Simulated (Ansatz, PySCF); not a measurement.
Species: sum formula BNH₂F, net charge 0, doublet state. It need not be the lowest isomer of its formula. 
Coordinates optimised at B3LYP-D3(BJ)/def2-TZVP (Ansatz, a program for electronic structure):
```xyz
5

B     -0.3380     0.0907    -0.2603
F      0.1698     1.0668     0.4915
H     -1.2966     0.3183    -0.9451
N      0.1203    -1.2294    -0.1846
H      0.6159    -1.7671    -0.8846
```
Charge 0, spin multiplicity 2.

Property: atomisation energy (electronic, to ground-state atoms), in kJ/mol. Correlated levels leave the core frozen unless marked. Open shells are spin-unrestricted. No spin-orbit coupling. No relativistic terms. The coupled-cluster limit lacks core correlation, which all-electron functionals hold. CBS marks a two-point X^-3 extrapolation of the correlation energy; Hartree-Fock from the larger set. The bracket is a focal-point correction in the basis named.

```json
[
 {"level": "PBE-D4/def2-TZVPD", "program": "Ansatz + dftd4", "atomisation energy (kJ/mol)": "1881.6"},
 {"level": "BP86-D3(BJ)/def2-TZVPD", "program": "PySCF + dftd3", "atomisation energy (kJ/mol)": "1896.7"},
 {"level": "PBE0-D3(BJ)/def2-TZVP", "program": "Ansatz + dftd3", "atomisation energy (kJ/mol)": "1826.5"},
 {"level": "CAM-B3LYP-D3(BJ)/def2-TZVPD", "program": "Ansatz + dftd3", "atomisation energy (kJ/mol)": "1849.9"}
]
```

Predict the RI-MP2/CBS(aug-cc-pVTZ,aug-cc-pVQZ)+[CCSD(T)-MP2]/aug-cc-pVTZ result (Ansatz).

1806.0 kJ/mol, so CAM-B3LYP-D3(BJ)/def2-TZVPD differs from it by 43.9 kJ/mol.
